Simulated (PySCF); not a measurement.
# Fractional electron number in Cs(2+) (caesium, charge +2)

The 5p beta orbital of [Kr] 4d10 5s2 5p5 is emptied in steps (occupation f), with all orbitals relaxed, ending at [Kr] 4d10 5s2 5p4. All numbers are calculated (PySCF 2.14, scalar relativity through the core potential, in def2-TZVPPD with the def2 core potential (46 electrons) (5s4p3d1f, 39 functions)). The exact energy is a straight line in f; departures are measured from the line between the end points of the same method.

```tsv
f	UHF (eV)	LDA (eV)	PBE (eV)	PBE0 (eV)	r2SCAN (eV)	LC-wPBE (eV)	BHandHLYP (eV)	wB97X (eV)	TPSS (eV)	M06-2X (eV)
1	0.000	0.000	0.000	0.000	0.000	0.000	0.000	0.000	0.000	0.000
0.9	0.053	-0.462	-0.453	-0.330	-0.427	-0.072	-0.209	-0.116	-0.427	-0.227
0.7	0.121	-1.077	-1.051	-0.766	-0.986	-0.164	-0.488	-0.271	-0.988	-0.547
0.5	0.142	-1.279	-1.243	-0.905	-1.155	-0.188	-0.582	-0.323	-1.161	-0.672
0.3	0.117	-1.071	-1.035	-0.754	-0.948	-0.151	-0.490	-0.273	-0.958	-0.577
0.1	0.050	-0.457	-0.439	-0.319	-0.393	-0.061	-0.211	-0.118	-0.400	-0.250
0	0.000	0.000	0.000	0.000	0.000	0.000	0.000	0.000	0.000	0.000
```

| method | E(f=0) − E(f=1) (eV) | −ε at f=1 (eV) | −ε at f=0.5 (eV) |
| --- | --- | --- | --- |
| UHF | 32.475 | 33.066 | 32.464 |
| LDA | 33.495 | 28.361 | 33.511 |
| PBE | 33.524 | 28.487 | 33.570 |
| PBE0 | 33.558 | 29.888 | 33.593 |
| r2SCAN | 33.609 | 28.842 | 33.718 |
| LC-wPBE | 33.640 | 32.832 | 33.676 |
| BHandHLYP | 33.454 | 31.133 | 33.450 |
| wB97X | 33.669 | 32.385 | 33.664 |
| TPSS | 33.408 | 28.641 | 33.497 |
| M06-2X | 33.493 | 31.009 | 33.397 |

Orbital energy along the path (eV):

| f | UHF | LDA | PBE | PBE0 | r2SCAN | LC-wPBE | BHandHLYP | wB97X | TPSS | M06-2X |
| --- | --- | --- | --- | --- | --- | --- | --- | --- | --- | --- |
| 1 | -33.066 | -28.361 | -28.487 | -29.888 | -28.842 | -32.832 | -31.133 | -32.385 | -28.641 | -31.009 |
| 0.9 | -32.940 | -29.390 | -29.510 | -30.634 | -29.831 | -33.008 | -31.596 | -32.639 | -29.626 | -31.444 |
| 0.7 | -32.696 | -31.452 | -31.550 | -32.122 | -31.795 | -33.352 | -32.523 | -33.150 | -31.581 | -32.361 |
| 0.5 | -32.464 | -33.511 | -33.570 | -33.593 | -33.718 | -33.676 | -33.450 | -33.664 | -33.497 | -33.397 |
| 0.3 | -32.242 | -35.555 | -35.548 | -35.033 | -35.547 | -33.966 | -34.380 | -34.179 | -35.334 | -34.542 |
| 0.1 | -32.030 | -37.569 | -37.452 | -36.417 | -37.179 | -34.204 | -35.322 | -34.712 | -37.025 | -35.712 |
| 0 | -31.928 | -38.560 | -38.362 | -37.080 | -37.894 | -34.297 | -35.800 | -34.995 | -37.787 | -36.282 |

Reference removal energy between the ground levels: 33.195 eV (semi-empirical (NIST evaluation); NIST Atomic Spectra Database, ionization energies). The calculation has no spin-orbit coupling. UHF lacks correlation.
